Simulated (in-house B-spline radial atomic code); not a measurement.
A run on an ion of nuclear charge 21 with 21.3 electrons that did not converge. Method: scalar-relativistic (X2C) BHandHLYP, spin-polarised, spherical fractional occupations, Fermi nucleus of rms radius 3.5459 fm; computed with a B-spline radial code for spherical atoms.

Command:
```bash
python run_scf.py task.json out
```
Settings (nuclear radius in fm, mass in u):
```
Z                21
configuration    [Ar] 3d1.3 4s2
hamiltonian      x2c
method           bhandhlyp
spin_polarised   True
nucleus          fermi
rms_radius       3.5459
atomic_mass      44.95591
speed_of_light   137.035999084
```

First and last ten iterations of the last attempt (damped for 15 steps, keeping 80 % of the old Fock matrix, then DIIS):
```
 iter        energy (Eh)    residual
    1        -761.539286    2.92e-01
    2        -762.847177    1.64e-01
    3        -763.446892    1.09e-01
    4        -763.770274    7.11e-02
    5        -763.941254    4.61e-02
    6        -764.029540    2.93e-02
    7        -764.073725    1.80e-02
    8        -764.094884    1.06e-02
    9        -764.104396    7.19e-03
   10        -764.108332    5.23e-03
  111        -764.110585    1.16e-03
  112        -764.110389    1.46e-03
  113        -764.110441    1.33e-03
  114        -764.110626    7.78e-04
  115        -764.110735    2.26e-04
  116        -764.110743    3.72e-05
  117        -764.110743    2.25e-05
  118        -764.110743    2.45e-05
  119        -764.110743    1.59e-05
  120        -764.110743    1.13e-05
 not converged after 120 iterations
```

The smallest residual met was 9.2e-06; the threshold is about 2e-07. Over the last five steps the energy moves by less than 7e-07 hartree, but the orbitals didn't meet the threshold. The likely cause: this method binds the added charge weakly or not at all at the basis-set limit, so charge moves back and forth between the atom and the box. Time taken, with all properties: 7.5 s on 1 thread of Arm Neoverse N1, on a shared host.
